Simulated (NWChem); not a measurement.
System: SnNH₂Cl₃; SMILES [Cl][Sn]([Cl])([Cl])[NH2]

```xyz
7

N     -0.2923    -0.0284     2.2028
Sn    -0.0193    -0.0015     0.2099
Cl    -1.1179     1.8514    -0.6609
Cl    -0.9230    -1.9518    -0.6733
Cl     2.2052     0.1203    -0.5012
H      0.1009     0.7959     2.6565
H      0.1165    -0.8578     2.6328
```
Atoms are numbered in this order, from 1.

Results from NWChem. Medium grid unless said otherwise, to which SCAN and Minnesota functionals are sensitive. The geometry was optimised at PBE0/def2-SVP. Not confirmed as a minimum by frequencies. def2 effective core potentials on Sn; no spin-orbit coupling. Hybrids' shares of exact exchange are those that their runs print; pure functionals count as 0. The functionals differ in more than this share.

```
row                 share of exact exchange  highest occupied level (eV)
------------------  -----------------------  ---------------------------
PBE/def2-SVP                           0.00                        -6.87
PW91/def2-SVP                          0.00                        -6.92
TPSSh/def2-SVP                         0.10                     withheld
B3LYP/def2-SVP                         0.20                        -8.06
MN15/def2-SVP                          0.44                        -9.22
BHandHLYP/def2-SVP                     0.50                        -9.77
```

Fit a straight line of the last column on the one before it, predict the withheld value, and compare with the run.


1. Means of the 5 shown rows: x = 0.228, y = -8.168. Slope Σ(x − x̄)(y − ȳ)/Σ(x − x̄)² = -1.242/0.2237 = -5.554; intercept -6.902.
2. The shown rows scatter about the line by 0.074 (root mean square); the largest residual is +0.13, at MN15/def2-SVP.
3. At x = 0.10 (TPSSh/def2-SVP; inside the shown range) the line gives -7.46.
4. The run gives -7.64, -0.18 from the line, 2.4 times the scatter.
